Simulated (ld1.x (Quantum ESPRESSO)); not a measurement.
Fe: variants of one PAW potential

Base potential:

ld1.x (Quantum ESPRESSO) 7.5 input, shortened:

```
&input
   title='Fe', zed=26., rel=0, dft='PZ', iswitch=3,
   config='[Ar] 3d6 4s1.75 4p0.25'
 /
 &inputp
   pseudotype=3, lpaw=.true., tm=.true., lloc=-1, rcloc=1.85,
   nlcc=.true.,
   which_augfun='BESSEL', rmatch_augfun=1.35
 /
6
4S  1  0   1.75   0.00  2.10  2.65  0.0
4S  1  0   0.00   0.85  2.10  2.65  0.0
4P  2  1   0.25   0.00  2.00  2.35  0.0
4P  2  1   0.00   4.25  2.00  2.35  0.0
3D  3  2   6.00   0.00  1.20  1.55  0.0
3D  3  2   0.00   0.90  1.20  1.55  0.0
 &test
   configts(1)='3d6 4s1.75 4p0.25'
 /
```

All-electron outer shells of the reference configuration (LDA (PZ), non-relativistic, ld1.x):

```tsv
shell	level (eV)	outermost node (bohr)	outermost maximum (bohr)
3p	-59.96	0.30	0.72
3d	-8.46	–	0.71
4s	-5.68	1.02	2.41
4p	-1.69	1.11	3.25
```

Cutoffs, loose and tight: the cutoffs (Ry, on a coarse ladder) from which the occupation-weighted sum of valence levels, in a spherical-Bessel basis at the reference potential, stays within 10 and 1 mRy of its value at 400 Ry. They do not see the model core or the augmentation charge, which bear on the density cutoff. Test errors are all-electron minus pseudo excitation energies from the reference, over the configurations 3d6 4s2 4p0; 3d6 4s1 4p0; 3d6 4s0 4p0; 3d6 4s0 4p2; 3d7 4s0 4p0; 3d6.5 4s1.5 4p0; 3d7 4s1 4p0 (two spin-polarised tests are not counted in the largest error). A dash means not determined; rows that change the core or the reference have their own tests. The largest error is taken over the tests solved by every variant that gives reliable tests at all: 3d6 4s0 4p0; 3d6 4s0 4p2; 3d6 4s1 4p0; 3d6 4s2 4p0; 3d6.5 4s1.5 4p0.

A true bound ghost makes a file unfit for plane-wave use even where its test errors are small: the radial tests pick states by their node count and pass the ghost by.

The default core radius of the base comes out at 0.88 bohr.

```csv
change,outcome,"cutoff, loose","cutoff, tight",bound ghosts,largest test error (meV)
base,generated,45 Ry,70 Ry,none,-18
"waves 4s (bound): rcut 2.10, rcutus 3.36 bohr; 4s channel at 0.85 Ry: rcut 2.10, rcutus 3.36 bohr",generated,45 Ry,70 Ry,none,+65
"all radii but the core radius scaled by about 1.20 (s 3.18, p 2.82, d 1.86 bohr, rcut 2.52/2.40/1.44); local potential all-electron potential smoothed inside 2.22 bohr (lloc = -1); augmentation BESSEL, radius 1.62 bohr",generated,30 Ry,50 Ry,none,-15
functional PBEsol,generated,45 Ry,70 Ry,none,-19
"waves 4p (bound): rcut 2.00, rcutus 3.44 bohr; 4p channel at 4.25 Ry: rcut 2.00, rcutus 3.44 bohr",generated,45 Ry,70 Ry,none,-16
"wave 4s channel at 0.85 Ry: rcut 2.10, rcutus 2.65 bohr becomes 4s channel at -0.21 Ry: rcut 2.10, rcutus 2.65 bohr",generated,45 Ry,70 Ry,none,-17
reference 3d6 4s2 4p0,generated,45 Ry,70 Ry,none,-318
core correction a·sin(br)/r model core inside 0.82 bohr,generated,45 Ry,70 Ry,none,-18
local potential all-electron potential smoothed inside 1.35 bohr (lloc = -1),generated,45 Ry,70 Ry,s,-22
"augmentation PSQ, radius 1.25 bohr",generated,45 Ry,70 Ry,none,-21
local potential all-electron potential smoothed inside 2.30 bohr (lloc = -1),generated,45 Ry,70 Ry,none,-19
"waves 3d (bound): rcut 1.20, rcutus 1.84 bohr; 3d channel at 0.9 Ry: rcut 1.20, rcutus 1.84 bohr",generated,30 Ry,50 Ry,none,-18
scalar-relativistic,generated,45 Ry,70 Ry,none,-16
```
